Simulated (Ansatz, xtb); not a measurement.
Ranking isomers of C5H4BF3S

4 gas-phase structures of C5H4BF3S, from a drawn sample of its isomers (lower ones may exist). Each was relaxed with GFN2-xTB:

A. `Bc1cscc1C(F)(F)F`, a singlet
B. `Bc1cc(C(F)(F)F)cs1`, a singlet
C. `Bc1ccsc1C(F)(F)F`, a singlet
D. `Bc1csc(C(F)(F)F)c1`, a singlet

**Question.** Make a reasoned guess at their ranking by r2SCAN-D4/def2-SVP single-point energy.

**Answer.** Calculated order at r2SCAN-D4/def2-SVP: B (0.0), A (3.7), D (5.4), C (6.6) kcal/mol.

Energies above the lowest of each column, in kcal/mol; the last columns are at B3LYP/def2-SVP geometries:

| structure | GFN2-xTB | HF/STO-3G | r2SCAN-D4/def2-SVP | B3LYP/def2-SVP | CCSD(T)/def2-SVP + ΔMP2/def2-TZVPP |
| --- | --- | --- | --- | --- | --- |
| B | 0.0 | 0.0 | 0.0 | 0.0 | 0.0 |
| A | 1.9 | 1.9 | 3.7 | 3.8 | 3.4 |
| D | 3.9 | 2.7 | 5.4 | 5.1 | 4.9 |
| C | 4.8 | 4.7 | 6.6 | 7.0 | 6.7 |

Every level run on B puts it lowest or level with the lowest. Flexible structures stand in one conformer each, not always the lowest. ΔMP2 is the change of the MP2 energy from the smaller to the larger basis.

Over these structures GFN2-xTB departs from r2SCAN-D4/def2-SVP by 0.6 kcal/mol on average once a common shift is removed. A GFN2-xTB relaxation took about 0.097 s and the r2SCAN-D4/def2-SVP energy about 6.5 s on a shared host (Ansatz 0.2.0, xtb 6.7.1).
